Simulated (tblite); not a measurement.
Give a GFN2-xTB geometry of `C(#CCC=C)[C@H]1[C@H]([SiH2]1)[SiH2]Cl`.

```xyz
21
C7H11ClSi2 angstrom
C      3.3221    1.0234    1.0026
C      2.4744    0.0229    1.1437
C      2.3178   -1.0997    0.1595
C      0.9319   -1.1755   -0.2701
C     -0.2331   -1.1871   -0.5640
C     -1.6044   -1.1869   -0.9388
Si    -2.2582    0.0861   -2.1873
C     -2.5112   -0.0924   -0.3191
Si    -1.7744    1.0576    0.9723
Cl    -3.1431    2.5188    1.3017
H      3.9836    1.0937    0.1538
H      3.3995    1.8119    1.7319
H      1.8132   -0.0264    1.9991
H      2.9703   -0.9431   -0.7043
H      2.5959   -2.0474    0.6357
H     -2.0333   -2.1851   -0.9396
H     -3.3389   -0.3486   -3.0564
H     -1.3277    1.0821   -2.6807
H     -3.4845   -0.4812   -0.0286
H     -0.5528    1.7090    0.5102
H     -1.5559    0.3849    2.2539
```

Any rigid rotation of these coordinates is as good. Atoms count from 1 in this order. Of the pairs four or more bonds apart, C4···Si9 is among the closest relative to their van der Waals radii: 3.72 Å, 98 % of the sum of Bondi's values. Si9 (chlorine-bound silicon) is tetrahedral (angles from 106.7° to 112.6°). The 3-membered ring C6–Si7–C8 has internal angles of 48.3° to 66.1°. Si7 (SiH2 silicon) has angles from 48.3° to 119.1°.

Bonds between heavy atoms (Å): C1=C2 1.319, C2–C3 1.501, C3–C4 1.453, C4≡C5 1.202, C5–C6 1.422, C6–Si7 1.899, Si7–C8 1.894, C8–Si9 1.880, Si9–Cl10 2.029, C6–C8 1.551.

Structure optimised with GFN2-xTB, isolated species.

Point group: C1 (no symmetry element, even within 0.4 Å). Its lowest GFN2-xTB frequency is 14 cm⁻¹, too small to tell a flat minimum from a shallow saddle. The numbers are those of one conformer (C1–C2–C3–C4 -124°, Si7–C8–Si9–Cl10 91°).

These are computed values.
